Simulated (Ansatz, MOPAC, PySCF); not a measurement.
Noncovalent pair: SiH4 (SMILES [SiH4]) (first 5 atoms) with AsH3 (SMILES [AsH3]); geometry from B3LYP-D3(BJ)/def2-TZVP.
(charge 0, multiplicity 1):
```
atom    x (Å)    y (Å)    z (Å)
----  -------  -------  -------
Si     0.0047  -0.0823   0.1973
H      0.3140  -0.6296  -1.1431
H     -1.4219   0.3073   0.2561
H      0.8518   1.1025   0.4583
H      0.2739  -1.1135   1.2247
As     0.1119   0.4385   4.1774
H     -0.6262   1.0291   5.3751
H     -0.7231  -0.8361   4.2204
H     -0.8503   1.0968   3.1939
```

Counterpoise-corrected where a basis set is named; no monomer relaxation. Rows marked so take none.

Rows in 3-21G carry no dispersion term and start afresh at each structure; the Pople sets are all-electron and without relativity. The state reached by PM6 isn't checked.

Programs: Ansatz (Gaussian basis) for Hartree–Fock, density functionals and correlated methods; MOPAC for PM6 (differences of heats of formation); PySCF for 3-21G rows, the dispersion terms. 

**Question.** One of these levels gives -1.24 kcal/mol for the interaction energy. Which?
A. PM6
B. PBE-D3(BJ)/def2-TZVPPD
C. HF/3-21G (no counterpoise)
D. SVWN5/def2-TZVPPD

**Answer.** B, PBE-D3(BJ)/def2-TZVPPD. The others give -0.83 (PM6), 0.27 (HF/3-21G (no counterpoise)), -1.80 (SVWN5/def2-TZVPPD)

Ansatz is an electronic-structure program.
